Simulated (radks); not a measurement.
Charge is removed step by step from the 5d5/2 level of neutral thallium, starting from [Xe] 4f14 5d(3/2: 4, 5/2: 6) 6s2 6p1. Method: Dirac Kohn-Sham, PBE, spin-unpolarised, spherical densities, finite nucleus; open shells fill j = l - 1/2 first; Fermi nuclear charge, rms radius 5.4759 fm; computed with a radial shooting solver on a logarithmic mesh with Libxc functionals.

removed (e),E - E(0) (eV),eigenvalue (eV),E minus straight line (eV)
0,0.000,-14.065,0.000
0.25,3.858,-16.823,-1.093
0.5,8.423,-19.723,-1.478
0.75,13.729,-22.741,-1.123
1,19.802,-25.863,0.000

Removing the whole electron costs 19.802 eV by Delta-SCF, against 14.065 eV from minus the eigenvalue at the starting occupation. Slater's transition state (half an electron removed) gives 19.723 eV. Integrating minus the eigenvalue over the occupation (Janak's theorem) gives 19.802 eV. The mean slope of the eigenvalue, de/dn, is 11.8 eV per electron.
